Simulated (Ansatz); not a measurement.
Input file for `FBC1N[SiH2]1`:

```yaml
crystal:
  periodic: [false, false, false]
  atoms:
    - {symbol: F, position_ang: [-1.998343, 1.140435, -0.383841]}
    - {symbol: B, position_ang: [-1.313253, 0.666984, 0.653625]}
    - {symbol: C, position_ang: [-0.248104, -0.404720, 0.468647]}
    - {symbol: N, position_ang: [-0.011686, -1.021131, -0.873134]}
    - {symbol: Si, position_ang: [1.187628, 0.173227, -0.576905]}
    - {symbol: H, position_ang: [-1.513750, 1.170039, 1.725749]}
    - {symbol: H, position_ang: [0.101858, -0.950653, 1.346486]}
    - {symbol: H, position_ang: [0.198115, -2.008752, -0.841485]}
    - {symbol: H, position_ang: [2.537191, -0.204143, -0.104859]}
    - {symbol: H, position_ang: [1.143342, 1.387813, -1.411385]}
basis:
  gaussian: {orbitals: def2-TZVPP}
correlation: {method: ccsd_t}
```

```sh
$ ansatz run in.yaml --threads 4 --pin off --events-out ev --progress --plain --max-ram 10444MiB
```

Log, shortened:

```
Functional definition: HF
1411 factors; integrals over basis functions are off by at most 1.1e-3 eV
mean field evaluation 1: about -13829.8424 eV, gradient 4.2e1 eV
mean field evaluation 2: about -13830.1066 eV, gradient 4.2e1 eV
mean field evaluation 4: about -13834.3320 eV, gradient 4.2e0 eV
mean field evaluation 8: about -13834.4049 eV, gradient 3.6e-1 eV
mean field -13834.40556681 eV, -508.4050272834 hartree, gradient 6.6e-6 eV, S^2 0.000000; 0 other end points of the search recorded, 0 dependent functions left out
9 core orbitals not correlated: weight in the atoms' cores, before any rotation towards them, 1.000 or more for the frozen orbitals, at most 0.000 for the correlated occupied ones
reference -13834.40556681 eV, -508.4050272834 hartree; 14, 14 occupied and 213, 213 virtual orbitals, 1411 factors
second order -22.88361620 eV of doubles, -0.00000000 eV of singles
cycle   1  -23.10719015 eV  change   -2.2e-1 eV  update   1.1e-1
cycle   2  -23.66923582 eV  change   -5.6e-1 eV  update   3.2e-2
cycle   3  -23.80045866 eV  change   -1.3e-1 eV  update   1.7e-2
cycle   4  -23.78526577 eV  change    1.5e-2 eV  update   4.6e-3
cycle   5  -23.78369291 eV  change    1.6e-3 eV  update   2.4e-3
cycle   6  -23.78489111 eV  change   -1.2e-3 eV  update   8.3e-4
cycle   7  -23.78448091 eV  change    4.1e-4 eV  update   3.6e-4
cycle   8  -23.78438182 eV  change    9.9e-5 eV  update   1.4e-4
cycle   9  -23.78446617 eV  change   -8.4e-5 eV  update   5.6e-5
cycle  10  -23.78447084 eV  change   -4.7e-6 eV  update   2.2e-5
perturbative correction -0.93892218 eV, -0.0345047537 hartree
Total energy: -13859.12895983 eV, -509.3135952188 hartree
```

It took 100 s on 4 threads of an Arm Neoverse V1 on a shared host, with 4.4 GiB of host memory at the peak.

MP2 recovers 92.6 % of the CCSD(T) correlation energy and the triples give 3.8 %; T1 = 0.0134.
